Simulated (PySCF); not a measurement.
How methods differ on the ionisation energy of Ga²⁺

Ga²⁺ [Ar] 3d10 4s1 [4s1/2^1, M_J = 1/2] → Ga³⁺ [Ar] 3d10, as a difference of total energies. All numbers are calculated (PySCF 2.14, the two-component X2C-1e Hamiltonian, in x2c-TZVPPall-2c (6s7p4d1f, 54 functions)). Correlated levels: [Ne] frozen. "Screened" scales the spin-orbit matrix elements by Boettger's factors to mimic the two-electron term; Breit and QED terms are absent.

```csv
method,ionisation energy (eV),error (eV)
GHF (screened spin-orbit),29.627,-1.099
GMP2 (screened spin-orbit),30.186,-0.540
```

Reference: 30.726 eV (measured; NIST Atomic Spectra Database, ionization energies).

Errors of the correlated levels include the incompleteness of this basis and the frozen core.
